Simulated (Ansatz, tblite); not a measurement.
Removing and adding an electron: anthraquinone (C₁₄H₈O₂). Total charge 0; singlet. Geometry: PBE-D4/def2-SVP. Ansatz, gas phase; energy differences of separate SCF runs; the oxidised species was run as a doublet alone; the reduced species was run as a doublet alone.

The xTB rows come from tblite. HOMO above LUMO, or a gap near zero within one spin, warns that the state may not be the lowest or that an electron is smeared out.

```csv
level,−HOMO (eV),vertical IE (eV),−LUMO (eV),vertical EA (eV),HOMO–LUMO gap (eV),IE − EA (eV),remarks
GFN1-xTB,11.99,14.33,9.88,7.53,2.11,6.81,–
GFN2-xTB,10.75,13.12,8.94,6.57,1.81,6.55,–
PBE-D4/def2-SVP,5.84,8.40,3.69,1.51,2.15,6.89,"HOMO above zero (-1 doublet), gap within one spin near zero (+1 doublet)"
PBE0-D4/def2-SVP,7.57,9.17,2.99,1.53,4.59,7.64,HOMO above zero (-1 doublet)
```

   A HOMO above zero means that the electron is unbound at that level or that self-interaction error raises the level; the energy of removing that electron tells which. Raw xTB energy differences between charge states are shifted by several eV; the methods need an empirical correction for them. Sets without diffuse functions give affinities that are too small.
